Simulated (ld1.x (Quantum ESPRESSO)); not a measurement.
## What one change does to a pseudopotential (silicon (Si), ultrasoft)

* Element: silicon
* Generator: ld1.x (Quantum ESPRESSO) 7.5
* Type: ultrasoft
* Functional: LDA (PZ)
* Relativity: scalar-relativistic
* Frozen core: [Ne]
* Valence charge: 4
* Reference configuration: 3s2 3p1.75 (charge +0.25)
* Partial waves: 3s (bound): rcut 1.50, rcutus 1.80 bohr; 3s channel at 1.5 Ry: rcut 1.50, rcutus 1.80 bohr; 3p (bound): rcut 1.50, rcutus 2.00 bohr; 3p channel at 0.2 Ry: rcut 1.50, rcutus 2.00 bohr; 3d channel at 0.2 Ry: rcut 1.65, rcutus 1.90 bohr; 3d channel at 2.25 Ry: rcut 1.65, rcutus 1.90 bohr
* Local potential: all-electron potential smoothed inside 1.70 bohr (lloc = -2)
* Core correction: Bessel-smoothed model core inside 1.85 bohr
* Augmentation charge: PSQ, radius 1.40 bohr

Change: all radii but the core radius scaled by about 1.14 (s 2.04, p 2.28, d 2.16 bohr, rcut 1.70/1.70/1.88); local potential all-electron potential smoothed inside 1.94 bohr (lloc = -2); augmentation PSQ, radius 1.58 bohr.

Cutoffs: the cutoffs (Ry, on a coarse ladder) from which the occupation-weighted sum of valence levels, in a spherical-Bessel basis at the reference potential, stays within 10 and 1 mRy of its value at 400 Ry; they do not see the model core or the augmentation charge, which bear on the density cutoff. Errors are all-electron minus pseudo energies relative to the spin-unpolarised reference configuration.

Question: How do hardness, ghosts and transferability respond?

Answer: The potential gets softer (10 Ry and 15 Ry → 8 Ry and 12 Ry); of the 9 tests that both files solve, the error grows in 3 and shrinks in 1 by more than 15 % and 0.3 meV (median size 1.7 → 2.0 meV); neither file shows a bound ghost. A larger radius leaves more room for a smooth pseudo-wave, so fewer plane waves are needed.

| quantity | base | changed |
| --- | --- | --- |
| cutoff, loose | 10 Ry | 8 Ry |
| cutoff, tight | 15 Ry | 12 Ry |
| loose cutoff by channel (10 mRy a level) | s 6 Ry, p 6 Ry | s 6 Ry, p 8 Ry |
| bound ghosts | none | none |
| error for 3s2 3p2, meV [ΔE -1.26 eV] | +0.1 | +0.1 |
| error for 3s2 3p1, meV [ΔE 6.57 eV] | +0.3 | +0.4 |
| error for 3s2 3p0, meV [ΔE 22.69 eV] | +7.4 | +9.9 |
| error for 3s2 3p1.5, meV [ΔE 1.71 eV] | -0.1 | 0.0 |
| error for 3s1 3p0, meV [ΔE 56.83 eV] | +46 | +62 |
| error for 3s1 3p3, meV [ΔE 5.55 eV] | +1.0 | +0.7 |
| error for 3s1 3p2, meV [ΔE 13.98 eV] | +1.7 | +2.0 |
| error for 3s2 3p1.75 (spin-polarised), meV [ΔE -0.50 eV] | +14 | +13 |
| error for 3s2 3p2 (spin-polarised), meV [ΔE -1.87 eV] | +16 | +15 |
| lowest overlap eigenvalue by channel | s 0.47, p 0.80, d 0.97 | s 0.48, p 0.87, d 0.97 |
